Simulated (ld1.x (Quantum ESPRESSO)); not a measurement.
**Pseudopotential generation for hafnium: ultrasoft, Wu–Cohen, fully relativistic.**

ld1.x (Quantum ESPRESSO) 7.5 input, shortened:

```
&input
   title='Hf', zed=72., rel=2, dft='WC', iswitch=3,
   config='[Xe] 4f14 5d2 6s2 6p0', rel_dist='average'
 /
 &inputp
   pseudotype=3, tm=.true., lloc=-1, rcloc=0.45,
   nlcc=.false.
 /
6
5S  1  0   2.00   0.00  1.45  1.75  0.0
6S  2  0   2.00   0.00  1.45  1.75  0.0
5P  2  1   6.00   0.00  0.40  0.55  0.0
6P  3  1   0.00   0.00  0.40  0.55  0.0
5D  3  2   2.00   0.00  1.90  2.10  0.0
5D  3  2   0.00   0.65  1.90  2.10  0.0
 &test
   configts(1)='5s2 5p6 5d2 6s2 6p0'
 /
```

Open shells are filled in proportion to 2j + 1 (rel_dist='average').

All-electron outer shells of the reference configuration (Wu–Cohen, scalar-relativistic, ld1.x):

```tsv
shell	level (eV)	outermost node (bohr)	outermost maximum (bohr)
4d	-206.57	0.23	0.47
5s	-67.01	0.55	1.01
5p	-35.56	0.60	1.16
4f	-16.82	–	0.45
6s	-5.14	1.37	2.89
5d	-2.71	0.67	1.69
6p	-1.35	1.66	4.00
```

(1) Does the generator finish with these settings?

## Answers

(1) No. ld1.x (Quantum ESPRESSO) 7.5 stopped with "compute_chi: chi too large beyond r_c": the function χ = (ε − T − V_loc)φ does not vanish beyond the cutoff radius. The 5p radius of 0.40 bohr lies inside the outermost node of the all-electron wave at 0.60 bohr.
